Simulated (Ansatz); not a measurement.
Consider the hydrogenolysis of a Ga–Cl bond: `[CH3][GaH][Cl]` + H₂ → `[CH3][GaH2]` + HCl.

Calculated with Ansatz (gas phase, PBE0-D4/def2-TZVP geometries, no zero-point term in ΔE). CCSD(T)/CBS is the MP2 limit (def2-TZVPP, def2-QZVPP) plus CCSD(T) − MP2 in def2-TZVPP, frozen cores. This one scheme is used for every species. DFT in def2-TZVPP. HSE06 is defined as in plane-wave codes. For Ga outer-core shells are correlated without core-valence functions, which leaves a few kJ/mol of doubt a bond. Scalar relativity is left out up to krypton.

```json
{"level": "BHLYP-D4", "ΔE (kJ/mol)": "122.4"}
{"level": "HSE06", "ΔE (kJ/mol)": "116.8"}
```

(1) What does CCSD(T)/CBS give? (Best estimate.)

Largest T1 diagnostic among the species: 0.012.

## Answers

(1) Ansatz gave: +121.5 kJ/mol. The listed levels differ from it by 0.9, -4.7 kJ/mol.

Leaving LDA and LC-ωPBE aside and taking each functional with its dispersion term where it has one, the values, not all of them listed here, spread over 12.1 kJ/mol, from B97M-V to r2SCAN-D4. LDA lies −3.5 kJ/mol from PBE without D4. At CCSD(T), def2-SVP lies −5.4 kJ/mol from the extrapolated value and def2-TZVPP −3.9 kJ/mol. The D4 term adds +5.2 kJ/mol with B3LYP and +2.8 kJ/mol with PBE0; it sums over pairs of atoms, weighted by their polarisabilities, and B3LYP, whose exchange is more repulsive, gets the larger term.

B3LYP here is the variant with VWN-RPA as its local correlation; programs differ in this.
